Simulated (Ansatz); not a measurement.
`Cl[SiH2]BBr` + H₂ → `B[SiH2]Cl` + HBr at 298.15 K and 1 bar (hydrogenolysis of a B–Br bond).

Computed with Ansatz on PBE0-D4/def2-TZVP structures; ΔE is electronic, products minus reactants. CCSD(T)/CBS adds triple-zeta CCSD(T) − MP2 to the extrapolated MP2 energy (def2 sets, frozen cores). This one scheme is used for every species. For Br outer-core shells are correlated without core-valence functions, which leaves a few kJ/mol of doubt a bond. Scalar relativity is left out up to krypton. Each species was taken in one conformer, which may not be the lowest.

```json
{"species": "`Cl[SiH2]BBr`", "CCSD(T)/CBS energy (Eh)": "-3348.83281", "H − E (kJ/mol)": "101.9", "S (J/(mol·K))": "352.6"}
{"species": "H₂", "CCSD(T)/CBS energy (Eh)": "-1.17544", "H − E (kJ/mol)": "35.1", "S (J/(mol·K))": "130.4"}
{"species": "`B[SiH2]Cl`", "CCSD(T)/CBS energy (Eh)": "-776.05948", "H − E (kJ/mol)": "116.1", "S (J/(mol·K))": "304.2"}
{"species": "HBr", "CCSD(T)/CBS energy (Eh)": "-2573.91920", "H − E (kJ/mol)": "24.6", "S (J/(mol·K))": "198.6"}
```

H − E and S are ideal-gas, rigid-rotor, harmonic terms from PBE0-D4/def2-TZVP, for one conformer and one mirror image of each species. The MP2-based limit puts H₂ 0.8 mEh under its directly extrapolated value; such offsets cancel only in part. 1 Eh = 2625.50 kJ/mol, R = 8.31446 J/(mol·K).

Problem. By hand: ΔE, ΔH, ΔS and ΔG.

Solution. ΔE = (-776.05948) + (-2573.91920) − (-3348.83281) − (-1.17544) = 0.02957 Eh = 77.6 kJ/mol. Δ(H − E) = 116.1 + 24.6 − 101.9 − 35.1 = 3.7, so ΔH = 81.3 kJ/mol. ΔS = 304.2 + 198.6 − 352.6 − 130.4 = 19.8 J/(mol·K). ΔG = 81.3 − 298.15 × (19.8)/1000 = 75.4 kJ/mol.

Problem. By hand: the equilibrium constant, and the temperature at which ΔG would vanish if ΔH and ΔS stayed fixed.

Solution. log₁₀ K = −ΔG/(RT ln 10) = -13.2. ΔG = 0 at ΔH/ΔS = 4106 K, far beyond where these terms or the molecules hold.

ΔH outweighs TΔS. A doubt of 5 kJ/mol in ΔE shifts log₁₀ K by 0.9 here. Other conformers and mirror images would add mixing entropy, several J/(mol·K) or more a flexible species. Modes under 60 cm⁻¹, often nearly free rotors, make the harmonic entropy too high. These are equilibria of isolated gas molecules and say nothing of rates. Largest T1 diagnostic: 0.011 (customary marks: 0.02 for closed shells, 0.045 for open ones).
